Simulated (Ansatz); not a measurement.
Basis-set extrapolation for C$_{3}$H$_{5}$F$_{3}$O, SMILES `FCCOC(F)F` (PBE0-D4/def2-TZVP geometry, frozen core, Ansatz). Multiplicity 1, RHF reference.

|  | def2-TZVPP | def2-QZVPP |
| --- | --- | --- |
| HF | -489.900030 | -489.921565 |
| MP2 correlation | -1.478344 | -1.602860 |
| CCSD(T) correlation | -1.557498 | not run |

Energies in hartree. Use E(X) = E(∞) + A·exp(−7.88·√X) for Hartree–Fock and E(X) = E(∞) + B·X^(−2.97) for correlation, with X = 3 and 4, and add CCSD(T) minus MP2 of the smaller set to the MP2 limit.

**Question.** What is the CCSD(T) energy at the basis-set limit?

**Answer.** HF limit: -489.921565 + (-0.021535) × 0.13774 = -489.92453. MP2 limit: -1.602860 + (-0.124516) × 0.74074 = -1.69509. Higher-order term: -1.557498 − (-1.478344) = -0.07915. Total: -491.69877 hartree, 151.4 kcal/mol below CCSD(T)/def2-TZVPP.
